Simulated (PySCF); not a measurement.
**How methods differ on the ionisation energy of Nd²⁶⁺**

Nd²⁶⁺ [Ar] 3d10 4s2 4p4 [4p1/2^2 4p3/2^2, M_J = 2] → Nd²⁷⁺ [Ar] 3d10 4s2 4p3 [4p1/2^2 4p3/2^1, M_J = 3/2], as a difference of total energies. All numbers are calculated (PySCF 2.14, the two-component X2C-1e Hamiltonian, in an even-tempered Gaussian basis (17 s from 2.1 bohr⁻², ratio 2.8; 13 p from 2.7 bohr⁻², ratio 2.8; 8 d from 4.8 bohr⁻², ratio 2.8; 4 f from 14 bohr⁻², ratio 3)). Correlated levels: [Ne] frozen; the 74 highest virtual spinors dropped. "Screened" scales the spin-orbit matrix elements by Boettger's factors to mimic the two-electron term; Breit and QED terms are absent.

```tsv
method	ionisation energy (eV)
GHF (spin-free)	939.19
GMP2 (spin-free)	940.58
GHF (screened spin-orbit)	935.76
GMP2 (screened spin-orbit)	936.62
```

Task: How much does correlation contribute at GMP2 (screened spin-orbit)?

Result: 936.62 − (935.76) = 0.86 eV, measured against GHF (screened spin-orbit).

Breit and QED terms and the two-electron picture change are absent.

The spin-free rows relax to the high-spin LS determinant and lack the spin-orbit shift.

The labels give the starting determinants; with spin-orbit coupling the two ends relaxed to ⟨J²⟩ = 6.01, ⟨L²⟩ = 3.10, ⟨S²⟩ = 1.49 and ⟨J²⟩ = 3.75, ⟨L²⟩ = 2.22, ⟨S²⟩ = 1.70.

For comparison: 939 ± 4 eV (theoretical estimate listed by NIST; NIST Atomic Spectra Database, ionization energies).
